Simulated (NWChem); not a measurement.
System: CH3BrTe; SMILES C[Te]Br

Input file for NWChem:

```
start job
memory heap 200 mb stack 900 mb global 1100 mb
geometry units angstroms noautoz
  Te     0.305229     0.854769     0.000000
  Br     0.039804    -1.650435     0.000000
  C     -1.799932     1.277199     0.000000
  H     -2.259895     0.863170     0.905135
  H     -2.259895     0.863170    -0.905135
  H     -1.892488     2.373644     0.000000
end
basis spherical
  Te library def2-svp
  Br library def2-svp
  C library def2-svp
  H library def2-svp
end
ecp
  Te library def2-ecp
end
dft
  xc m06-l
  iterations 150
  mulliken
end
task dft energy
```

Excerpt of the output:

```
             Northwest Computational Chemistry Package (NWChem) 7.3.0
             --------------------------------------------------------

 CS  symmetry detected

                             Geometry "geometry" -> ""
                             -------------------------

 Output coordinates in angstroms (scale by  1.889725989 to convert to a.u.)

  No.       Tag          Charge          X              Y              Z
 ---- ---------------- ---------- -------------- -------------- --------------
    1 Te                  52.0000     0.32767250     0.86256821     0.00000000
    2 Br                  35.0000    -0.00411688    -1.63471297     0.00000000
    3 C                    6.0000    -1.76554146     1.34069504     0.00000000
    4 H                    1.0000    -2.23632591     0.93901359     0.90513500
    5 H                    1.0000    -2.23632591     0.93901359    -0.90513500
    6 H                    1.0000    -1.82897852     2.43920948     0.00000000

 Effective nuclear repulsion energy (a.u.)     546.0825168680

      Symmetry information
      --------------------

 Group name             Cs
 Group number              2
 Group order               2
 No. of unique centers     5

                                 NWChem DFT Module
                                 -----------------

 Summary of "ao basis" -> "ao basis" (spherical)
 ------------------------------------------------------------------------------
       Tag                 Description            Shells   Functions and Types
 ---------------- ------------------------------  ------  ---------------------
 Te                         def2-svp                10       26   4s4p2d
 Br                         def2-svp                12       32   5s4p3d
 C                          def2-svp                 6       14   3s2p1d
 H                          def2-svp                 3        5   2s1p

      Symmetry analysis of basis
      --------------------------

        a'         59
        a"         28

            General Information
            -------------------
          SCF calculation type: DFT
          Wavefunction type:  closed shell.
          No. of atoms     :     6
          No. of electrons :    68
           Alpha electrons :    34
            Beta electrons :    34
          Charge           :     0
          Spin multiplicity:     1
          Use of symmetry is: on ; symmetry adaption is: on
          Maximum number of iterations: 150
          AO basis - number of functions:    87
                     number of shells:    37
          Convergence on energy requested:  1.00D-06
          Convergence on density requested:  1.00D-05
          Convergence on gradient requested:  5.00D-04

              XC Information
              --------------
                        M06-L Method XC Functional
                         M06-L Exchange Functional  1.000
                       M06-L Correlation Potential  1.000

             Grid Information
             ----------------
          Grid used for XC integration:  medium
          Radial quadrature: Mura-Knowles
          Angular quadrature: Lebedev.
          Tag              B.-S. Rad. Rad. Pts. Rad. Cut. Ang. Pts.
          ---              ---------- --------- --------- ---------
          Te                  1.40      123           9.0       590
          Br                  1.15      112          11.0       590
          C                   0.70       49          10.0       434
          H                   0.35       45          11.0       434
          Grid pruning is: on
          Number of quadrature shells:   374
          Spatial weights used:  Erf1

      Superposition of Atomic Density Guess
      -------------------------------------

 Sum of atomic energies:       -2922.43217448

      Non-variational initial energy
      ------------------------------

 Total energy =   -2878.950297
 1-e energy   =   -4663.916459
 2-e energy   =    1502.583604
 HOMO         =      -0.215106
 LUMO         =      -0.070380

      Symmetry analysis of molecular orbitals - initial
      -------------------------------------------------

  Numbering of irreducible representations:

     1 a'          2 a"

  Orbital symmetries:

     1 a'          2 a'          3 a'          4 a'          5 a"
     6 a'          7 a'          8 a'          9 a'         10 a"
    11 a'         12 a'         13 a'         14 a"         15 a'
    16 a'         17 a"         18 a'         19 a"         20 a'
    21 a'         22 a'         23 a"         24 a"         25 a'
    26 a'         27 a'         28 a'         29 a"         30 a'
    31 a'         32 a"         33 a'         34 a"         35 a'
    36 a'         37 a'         38 a'         39 a"         40 a'
    41 a'         42 a'         43 a"         44 a"

     ---------------------------------------------
      Total Density - Mulliken Population Analysis
     ---------------------------------------------

    Atom       Charge   Shell Charges
 -----------   ------   -------------------------------------------------------
    1 Te  24    23.63   1.77  0.27  1.21  0.64  2.89  3.14  1.85  1.77  9.85  0.24
    2 Br  35    35.36   2.00  2.00  2.00  1.37  0.59  6.00  5.99  2.32  3.08  8.23  1.73  0.06
    3 C    6     6.39   1.99  0.94  0.31  1.95  1.18  0.02
    4 H    1     0.88   0.67  0.18  0.03
    5 H    1     0.88   0.67  0.18  0.03
    6 H    1     0.87   0.65  0.19  0.03

   convergence    iter        energy       DeltaE   RMS-Dens  Diis-err
 ---------------- ----- ----------------- --------- --------- ---------
 d= 0,ls=0.0,diis     1  -2881.7980218696 -3.16D+03  1.06D-02  2.43D-01
 d= 0,ls=0.0,diis     2  -2881.7938216599  4.20D-03  8.06D-03  1.95D-01
 d= 0,ls=0.0,diis     3  -2881.8133731030 -1.96D-02  3.12D-03  5.39D-02
 d= 0,ls=0.0,diis     4  -2881.8225800435 -9.21D-03  6.92D-04  2.67D-03
 d= 0,ls=0.0,diis     5  -2881.8230126025 -4.33D-04  2.85D-04  9.93D-05
  Resetting Diis
 d= 0,ls=0.0,diis     6  -2881.8230246059 -1.20D-05  9.23D-05  3.77D-05
 d= 0,ls=0.0,diis     7  -2881.8230293245 -4.72D-06  9.33D-05  1.38D-05
 d= 0,ls=0.0,diis     8  -2881.8230243858  4.94D-06  6.40D-05  4.44D-05
 d= 0,ls=0.0,diis     9  -2881.8230313473 -6.96D-06  3.85D-06  8.76D-08
 d= 0,ls=0.0,diis    10  -2881.8230313606 -1.34D-08  1.23D-06  6.58D-09

         Total DFT energy =    -2881.823031360633
      One electron energy =    -4665.804940509510
           Coulomb energy =     1620.358476687808
    Exchange-Corr. energy =     -118.759125189867
 Nuclear repulsion energy =      282.382557650936

 Numeric. integr. density =       68.000001579286

                  Occupations of the irreducible representations
                  ----------------------------------------------

                     irrep           alpha         beta
                     --------     --------     --------
                     a'               24.0         24.0
                     a"               10.0         10.0

                       DFT Final Molecular Orbital Analysis
                       ------------------------------------

 Vector   32  Occ=2.000000D+00  E=-2.782715D-01  Symmetry=a"
              MO Center=  1.8D-02, -1.2D+00, -1.0D-15, r^2= 2.3D+00
   Bfn.  Coefficient  Atom+Function         Bfn.  Coefficient  Atom+Function
  ----- ------------  ---------------      ----- ------------  ---------------
    43      0.547378  2 Br pz                40      0.483372  2 Br pz
    37     -0.321182  2 Br pz                13      0.201002  1 Te pz
    16      0.179036  1 Te pz                34      0.104327  2 Br pz
    10     -0.081246  1 Te pz                 7     -0.063489  1 Te pz
    64     -0.057396  3 C  pz                73     -0.048689  4 H  s

 Vector   33  Occ=2.000000D+00  E=-2.600528D-01  Symmetry=a'
              MO Center= -1.3D-01, -1.0D+00,  5.1D-15, r^2= 3.2D+00
   Bfn.  Coefficient  Atom+Function         Bfn.  Coefficient  Atom+Function
  ----- ------------  ---------------      ----- ------------  ---------------
    41      0.565410  2 Br px                38      0.479484  2 Br px
    35     -0.318681  2 Br px                62      0.190558  3 C  px
    11     -0.179366  1 Te px                 4     -0.136044  1 Te s
    65      0.131895  3 C  px                61      0.124576  3 C  s
     3     -0.111642  1 Te s                 32      0.103475  2 Br px

 Vector   34  Occ=2.000000D+00  E=-1.868044D-01  Symmetry=a"
              MO Center=  2.2D-01,  5.1D-01, -2.2D-15, r^2= 3.3D+00
   Bfn.  Coefficient  Atom+Function         Bfn.  Coefficient  Atom+Function
  ----- ------------  ---------------      ----- ------------  ---------------
    13      0.553565  1 Te pz                16      0.547388  1 Te pz
    43     -0.298662  2 Br pz                40     -0.227171  2 Br pz
    10     -0.217943  1 Te pz                 7     -0.168996  1 Te pz
    37      0.149641  2 Br pz                74     -0.088773  4 H  s
    79      0.088773  5 H  s                 73     -0.087704  4 H  s

 Vector   35  Occ=0.000000D+00  E=-1.054877D-01  Symmetry=a'
              MO Center=  2.3D-01,  2.1D-01,  1.5D-14, r^2= 4.1D+00
   Bfn.  Coefficient  Atom+Function         Bfn.  Coefficient  Atom+Function
  ----- ------------  ---------------      ----- ------------  ---------------
    15      0.683566  1 Te py                42      0.566825  2 Br py
    12      0.524335  1 Te py                39      0.318299  2 Br py
     3     -0.242733  1 Te s                 31      0.236186  2 Br s
    36     -0.213399  2 Br py                 9     -0.198958  1 Te py
    30      0.188799  2 Br s                  6     -0.153221  1 Te py

[...]
```

Level: M06-L/def2-SVP with def2 effective core potentials on Te. Structure relaxed at the PBE0/def2-SVP level. def2 effective core potentials on Te; no spin-orbit coupling.
